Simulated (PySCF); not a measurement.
Al(Me)(F) (CH3AlF), SMILES [CH3][Al+][F], charge +1. Atoms are numbered in the order given.

```xyz
6

Al     0.0000     0.0000     0.1209
C      0.0000     0.0000    -1.7808
H      0.8943    -0.5163    -2.1394
H      0.0000     1.0326    -2.1394
H     -0.8943    -0.5163    -2.1394
F      0.0000     0.0000     1.7257
```
Charge +1, spin multiplicity 1.

The structure is a stationary point at ωB97X-D3(BJ)/def2-TZVP. The multiplicity is an assumed one; other spin states were not compared. The isomer is the one that the SMILES or the coordinates give; other isomers of the formula were not compared.

All values below come from PBE0/pcJ-1 (PySCF).

Isotropic couplings with Fermi-contact, spin-dipole and both spin-orbit terms, one fixed conformer, no vibrational averaging. Isotopes: 13C, 19F, 1H.

### Question
Estimate the spin–spin coupling constants. (An estimate is asked for; the answer gives what the named calculation found.)

### Answer

```tsv
pair	bonds apart	J (Hz)
C2–H3	1	143.1
C2–H4	1	143.1
C2–H5	1	143.1
C2–F6	2	-4.6
H3–H4	2	-15.5
H3–H5	2	-15.5
H4–H5	2	-15.5
H3–F6	3	1.4
H4–F6	3	1.4
H5–F6	3	1.4
```
